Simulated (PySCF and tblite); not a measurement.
Values are calculated unless marked as measured or tabulated.
C4H4F2Se, numbered as in [CH:1]#[C:2][C:3]([F:4])([F:5])[CH2:6][SeH:7].

Free energies: PBE0-D3(BJ)/pcSseg-1 on GFN2-xTB structures plus GFN2-xTB thermal terms, symmetry and mirror images included. Conformers within 3 kcal/mol (GFN2-xTB free energy) were kept, 8 at most. GIAO shieldings: PBE0/pcSseg-1. Shifts are against TMS (¹H), TMS (¹³C), CFCl3 (¹⁹F), Me2Se (⁷⁷Se) at the same level. Run with PySCF (density fitting) and tblite.

Torsions listed: F4–C3–C6–Se7, C3–C6–Se7–H7. Of a mirror pair one member is shown.

| conformer | shape | symmetry | E(GFN2) kcal/mol | E(DFT) kcal/mol |
| --- | --- | --- | --- | --- |
| 1 | 61°, 70° | C1 (pair) | 1.15 | 0.23 |
| 2 | -174°, 59° | C1 (pair) | 0.00 | 0.00 |
| 3 | -58°, 56° | C1 (pair) | 0.87 | 0.80 |
| 4 | -172°, -172° | C1 (pair) | 1.40 | 2.40 |
| 5 | -57°, 180° | Cs | 2.00 | 3.01 |

(1) How much do the weights at 298.15 K and the averaged shift of Se7 depend on how the conformers are weighted?

Spin–orbit effects of the heavy atoms on shieldings are missing.

Results:

(1) 
```
                                                              weighting  1 (%)  2 (%)  3 (%)  4 (%)  5 (%)  δ (ppm)  rms dipole (D)
DFT energy with thermal terms, symmetry and mirror images (full scheme)     45     41     13      2      0    -87.6            2.18
                             DFT energy with symmetry and mirror images     34     51     13      1      0    -88.9            2.08
                                                        bare DFT energy     34     51     13      1      0    -88.9            2.08
                        GFN2-xTB energy with symmetry and mirror images     10     67     15      6      1    -93.2            1.94
                                                   GFN2-xTB free energy     13     56     16     12      3    -93.5            2.08
                                                leading conformer alone    100      0      0      0      0    -74.2            2.50
                                                          equal weights     20     20     20     20     20    -97.8            2.64
                         full scheme, search stopped after three starts      0      0     89     11      0   -132.4            2.77
```

The largest departure from the full scheme, 44.9 ppm, comes with: full scheme, search stopped after three starts.


Conformer gaps in pcSseg-1 on xTB geometries can be 2 kcal/mol off for S=O, P=O and other polar bonds.